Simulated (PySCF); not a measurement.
Cartesian coordinates (Å):
SMILES: [GaH3]
```xyz
4

Ga     0.0001     0.0000     0.0000
H      1.5673    -0.0469    -0.0189
H     -0.8242    -1.3339     0.0129
H     -0.7432     1.3807     0.0060
```
Charge 0, multiplicity 1.

Problem. What total energy, LUMO, HOMO, dipole moment and HOMO–LUMO gap does PBE0-D3(BJ)/def2-TZVP (PySCF) give?

Solution. 
- total energy = -1926.3614 Ha
- LUMO = -1.82 eV
- HOMO = -8.59 eV
- dipole moment = 0.00 D
- HOMO–LUMO gap = 6.77 eV
